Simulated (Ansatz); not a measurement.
Mulliken charges of CH₃BClFOSi, SMILES `FB1OC1[SiH2]Cl` from PBE/def2-TZVPP in Ansatz (PBE0-D4/def2-TZVP geometry).

```json
{"atom": "F1", "x (Å)": "1.686", "y (Å)": "-2.379", "z (Å)": "0.324", "charge (e)": "-0.193"}
{"atom": "B2", "x (Å)": "1.294", "y (Å)": "-1.186", "z (Å)": "-0.024", "charge (e)": "0.300"}
{"atom": "O3", "x (Å)": "1.750", "y (Å)": "0.054", "z (Å)": "0.009", "charge (e)": "-0.185"}
{"atom": "C4", "x (Å)": "0.343", "y (Å)": "-0.173", "z (Å)": "-0.613", "charge (e)": "-0.080"}
{"atom": "Si5", "x (Å)": "-1.052", "y (Å)": "0.610", "z (Å)": "0.332", "charge (e)": "0.379"}
{"atom": "Cl6", "x (Å)": "-1.110", "y (Å)": "2.637", "z (Å)": "0.017", "charge (e)": "-0.218"}
{"atom": "H7", "x (Å)": "0.368", "y (Å)": "-0.010", "z (Å)": "-1.690", "charge (e)": "0.104"}
{"atom": "H8", "x (Å)": "-2.328", "y (Å)": "0.033", "z (Å)": "-0.152", "charge (e)": "-0.055"}
{"atom": "H9", "x (Å)": "-0.862", "y (Å)": "0.368", "z (Å)": "1.780", "charge (e)": "-0.052"}
```

Problem. By hand: the dipole of these point charges (1 e Å = 4.8032 D).

Solution. Σ q r = (-0.234, -0.258, -0.160) e Å, of length 0.383 e Å = 1.84 D.

Problem. How does the dipole of the full density compare? (Best estimate.)

Solution. Computed: (-0.161, -0.266, -0.134) e Å, 1.63 D; the point charges give 1.13 times that, at 10° from its direction.

Point charges leave out the atoms' own dipoles, such as those of lone pairs, and Mulliken's split depends on the basis, so the close match here is no proof of good charges.
